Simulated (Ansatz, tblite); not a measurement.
Cost and result up the ladder for the cluster TaO2 (3 atoms). Charge 0, multiplicity 2. Geometry: PBE0-D4/def2-TZVP.

```
atom   x (Å)   y (Å)   z (Å)
 Ta1  -0.432  -0.543  -0.028
  O2  -0.517   0.800   1.041
  O3   0.948  -0.258  -1.013
```

Ansatz on 4 threads of Arm Neoverse V1 on a shared host; xTB runs through tblite on one thread. Times are rough, summed over both states, and most runs start from the orbitals of an earlier one. RPA@PBE/def2-TZVP serves as the yardstick here, not as an exact answer. The other state is a quartet at its own geometry.

In the def2 sets Ta takes a core potential; there is no spin–orbit coupling. The xTB rows come from tblite. HSE06 is defined as in plane-wave codes, on full-range PBE exchange. Correlated methods freeze 2 core orbitals; core or outer-core shells of Ta are correlated, in sets that lack core-valence functions. In CCSD on the charge 0 quartet the largest single amplitude is 0.39, so its Hartree–Fock determinant may place the open shell otherwise than the density functionals do. The structure comes from a short search, and lower isomers may exist.

Run but left out: HF/def2-TZVP, HF/def2-TZVPP, MP2/def2-TZVPP (quartet: a determinant that CCSD turns far, T1 0.068); MP2/def2-TZVP (quartet: ⟨S²⟩ 3.97, where a pure state has 3.75).

Correlated methods converge slowly with the basis.

xTB has no spin-polarisation term.

```tsv
level	functions	wall time
GFN1-xTB	17	0.004 s
GFN2-xTB	17	0.004 s
PBE-D4/def2-TZVP	102	2 s
BLYP-D4/def2-TZVP	102	2.1 s
RPA@PBE/def2-TZVP	102	3 s
HSE06-D4/def2-TZVP	102	3.9 s
CAM-B3LYP-D4/def2-TZVP	102	4.2 s
BHLYP-D4/def2-TZVP	102	4.2 s
PBE0-D4/def2-TZVP	102	5.4 s
r2SCAN-D4/def2-TZVP (with forces)	102	7.2 s
r2SCAN0-D4/def2-TZVP	102	7.8 s
CCSD(T)/def2-TZVPP	118	27 s
```

Q: Estimate what each level gives for the quartet − doublet (eV).

A: 
| level | quartet − doublet (eV) | difference from RPA@PBE/def2-TZVP (eV) | remarks |
| --- | --- | --- | --- |
| GFN1-xTB | 3.55 | 0.72 | – |
| GFN2-xTB | 3.06 | 0.22 | – |
| PBE-D4/def2-TZVP | 2.98 | 0.14 | – |
| BLYP-D4/def2-TZVP | 2.91 | 0.08 | – |
| RPA@PBE/def2-TZVP | 2.84 | 0.00 | – |
| HSE06-D4/def2-TZVP | 2.91 | 0.07 | – |
| CAM-B3LYP-D4/def2-TZVP | 2.97 | 0.13 | – |
| BHLYP-D4/def2-TZVP | 2.70 | -0.14 | – |
| PBE0-D4/def2-TZVP | 2.91 | 0.07 | – |
| r2SCAN-D4/def2-TZVP (with forces) | 2.79 | -0.05 | – |
| r2SCAN0-D4/def2-TZVP | 2.74 | -0.10 | – |
| CCSD(T)/def2-TZVPP | 3.15 | 0.31 | large T1 (0.068) (quartet) |
